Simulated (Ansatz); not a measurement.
## Energy profile

The step: SiH₃Cl ([SiH3][Cl]) + HBr → SiH₃Br ([SiH3][Br]) + HCl; bonds formed: Si1–Br7, Cl2–H6; bonds broken: Si1–Cl2, H6–Br7 (atoms numbered as in the saddle structure below).

```xyz
7
angstrom
Si -0.5929 -0.4041 0.0206
Cl 1.8335 -0.5122 0.2188
H -0.4416 -1.8703 -0.1590
H -1.6417 -0.0545 -0.9657
H -0.9305 -0.0878 1.4190
H 1.5284 0.9036 -0.0624
Br 0.2448 2.0252 -0.4712
```

Electronic energies by CCSD(T) at an estimated basis limit (MP2 extrapolated from triple and quadruple zeta, plus CCSD(T) − MP2 in triple zeta), on PBE0-D4/def2-TZVP structures; SiH4BrCl, singlet; no counterpoise correction. Program: Ansatz 0.2.0. Basis: def2-TZVPP and def2-QZVPP. Cores are frozen in the correlated methods. Filled d shells of the heavier atoms are correlated. The def2 sets are not built for correlating such inner shells, so the correlated values are less sure here. Extrapolation: Hartree–Fock as exp(−7.88 √X), correlation as X^−2.97.

Q: Give the profile in kJ/mol, counted from the separated reactants. (An estimate is asked for; the value comes from the calculation.)

A: Computed:
```json
{"point": "separated: SiH3Cl (linked as [SiH3][Cl]; Si1, Cl2, H3, H4, H5; singlet) + HBr (H6, Br7; singlet)", "kJ/mol": "0.0"}
{"point": "start structure", "kJ/mol": "-10.5"}
{"point": "saddle", "kJ/mol": "149.9"}
{"point": "end structure", "kJ/mol": "-11.0"}
{"point": "separated: SiH3Br (linked as [SiH3][Br]; Si1, H3, H4, H5, Br7; singlet) + HCl (Cl2, H6; singlet)", "kJ/mol": "0.5"}
```

The T1 diagnostic stays at or below 0.010.

For scale, one of the runs: CCSD(T)/def2-TZVPP, 188 basis functions, launched by `ansatz run in.yaml --threads 4 --pin off --events-out ev --progress --plain --max-ram 9574MiB`. The run took 40 s on 4 CPU threads of an Arm Neoverse V2 (shared host), with 1.9 GiB of host memory at its peak.
